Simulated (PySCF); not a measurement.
Ranking problems on computed properties.

Species are written as SMILES; each is one conformer at its optimised geometry, gas phase, non-relativistic unless stated; the electronic structure was computed with PySCF and density fitting.

Dipoles, sizes and rotational constants follow the conformer. The torsions of the flexible species, by atom-mapped SMILES:
- `[CH3:1][Si:2]1([CH2:3][C:4]([F:5])([F:6])[F:7])[CH2:8][SiH2:9][CH2:10]1`: C1–Si2–C3–C4 58°, Si2–C3–C4–F5 -66°
- `[CH3:1][C:2]([CH3:3])=[CH:4][O:5][CH:6]([F:7])[F:8]`: C2–C4–O5–C6 -160°, C4–O5–C6–F7 -158°
- `[CH2:1]=[CH:2][CH2:3][C:4]1=[C:5]([F:6])[C:7](=[O:8])[SiH2:9][CH2:10]1`: C1–C2–C3–C4 117°, C2–C3–C4–C5 110°
- `[CH3:1][CH2:2][c:3]1[nH:4][n:5][cH:6][c:7]1[CH3:8]`: C1–C2–C3–N4 95°
- `[F:1][C:2]([F:3])([F:4])[C:5]([Cl:6])([Cl:7])[Cl:8]`: F1–C2–C5–Cl6 -60°
- `[CH3:1][CH2:2][c:3]1[n:4][cH:5][cH:6][n:7]1[CH3:8]`: C1–C2–C3–N4 101°
- `[O-:1][c:2]1[cH:3][n:4][c:5]([CH2:6][CH2:7][OH:8])[s:9]1`: N4–C5–C6–C7 45°, C5–C6–C7–O8 -60°, H–O8–C7–C6 42°
- `[CH3:1][c:2]1[cH:3][c:4]([C:5](=[O:6])[F:7])[cH:8][cH:9][c:10]1[Cl:11]`: C3–C4–C5–O6 0°

The conformers of `N#CC1CCNCC1` aren't listed.

(1) Rank by dipole moment, highest first (PBE0/pcSseg-1 at GFN2-xTB geometries).
A. `CCc1[nH]ncc1C`
B. `FC(OC=C(C)C)F`
C. `FC(F)(F)C(Cl)(Cl)Cl`
D. `CCc1nccn1C`
E. `C[Si]1(CC(F)(F)F)C[SiH2]C1`
F. `C=CCC1=C(F)C(=O)[SiH2]C1`
G. `F[SiH3]`

(2) Rank by smallest rotational constant, highest first (GFN2-xTB).
A. `CCC1=NC=CN1C`
B. `FC(F)(F)C(Cl)(Cl)Cl`
C. `[O-]c1cnc(CCO)s1`
D. `C[Si]1(CC(F)(F)F)C[SiH2]C1`

(3) Give the two extremes of that set in cm⁻¹.

(4) Rank by HOMO–LUMO gap, highest first (PBE0/pcSseg-1 at GFN2-xTB geometries).
A. `C1(=O)C(F)=C(C[SiH2]1)CC=C`
B. `CC1=C(Cl)C=CC(C(=O)F)=C1`
C. `N#CC1CCNCC1`
D. `CCc1[nH]ncc1C`
E. `C[Si]1(CC(F)(F)F)C[SiH2]C1`

(5) Rank by HOMO energy, highest first (PBE0/pcSseg-1 at GFN2-xTB geometries).
A. `N#CC1CCNCC1`
B. `C[Si]1(CC(F)(F)F)C[SiH2]C1`
C. `CCC1=NC=CN1C`
D. `F[SiH3]`
E. `CCc1[nH]ncc1C`
F. `FC(F)(F)C(Cl)(Cl)Cl`

(6) By how much do the two ends of that ranking differ?

## Answers

(1) F (4.73 D), D (3.98 D), B (3.04 D), A (2.78 D), E (2.18 D), G (1.80 D), C (0.70 D).

(2) A (1.348 GHz), B (1.106 GHz), C (0.722 GHz), D (0.504 GHz).

(3) `C[Si]1(CC(F)(F)F)C[SiH2]C1`: 0.0168 cm⁻¹; `CCc1nccn1C`: 0.0450 cm⁻¹.

(4) E (8.12 eV), C (7.66 eV), D (7.24 eV), B (5.61 eV), A (4.91 eV).

(5) C (-6.26 eV), E (-6.52 eV), A (-6.74 eV), B (-7.86 eV), F (-9.38 eV), D (-9.85 eV).

(6) By 3.59 eV, between `CCc1nccn1C` and `F[SiH3]`.
